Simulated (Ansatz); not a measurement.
A structure relaxed at PBE-D4/def2-TZVP in Ansatz, charge 0, singlet:

```xyz
8

Li    0.3548    0.9633   -1.8515
Li   -1.5312   -1.1611   -0.8981
Li   -0.3483   -0.9699    1.8493
Li    1.5239    1.1686    0.9005
H    -0.8950   -0.1518   -2.0962
H    -1.4321   -1.6234    0.7249
H     0.8968    0.1499    2.0955
H     1.4311    1.6245   -0.7245
```

**Question.** Give its formula and point group.

**Answer.** Li4H4. Point group D4h (tolerance 0.1 Å).

**Question.** Summarise the bond lengths by kind (pairs closer than 1.2 times the sum of covalent radii, bridged metal pairs left out).

**Answer.** 8 × H–Li 1.69 Å.

Another isomer (singlet) lies 0.46 eV lower at PBE0-D4/def2-TZVP; other spin states weren't run for this one.
